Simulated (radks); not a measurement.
The numbers below are computed, except where a source is named.
The mean radii <r> (bohr) of the occupied orbitals of an atom or ion are listed with their occupations. Code: a radial shooting solver on a logarithmic mesh with Libxc functionals. Model: scalar-relativistic Kohn-Sham, SCAN, spin-unpolarised, spherical densities, finite nucleus; meta-GGA in the generalised Kohn-Sham scheme; Fermi nuclear charge, rms radius of each element as measured or else 0.836 A^(1/3) + 0.57 fm.

| orbital | occ. | <r> |
|---|---|---|
| 1s | 2 | 0.02112 |
| 2s | 2 | 0.08973 |
| 2p | 6 | 0.07946 |
| 3s | 2 | 0.2342 |
| 3p | 6 | 0.2332 |
| 3d | 10 | 0.2122 |
| 4s | 2 | 0.5285 |
| 4p | 6 | 0.5592 |
| 4d | 10 | 0.6050 |
| 5s | 2 | 1.252 |
| 5p | 6 | 1.444 |
| 4f | 8 | 0.7675 |
| 6s | 2 | 3.239 |
| 6p | 1 | 3.936 |

Name the element and its charge.

Answer. Z = 66, dysprosium, charge +1: Dy+ in [Xe] 4f8 6s2 6p1. The 1s radius gives Z: for a bare nucleus <r> = (2 gamma + 1)/(2Z) with gamma = sqrt(1 - (Z/c)^2), 0.02085 bohr for Z = 66, and screening makes it slightly larger (0.02112 here). The occupations add up to 65, and the charge is Z minus that.
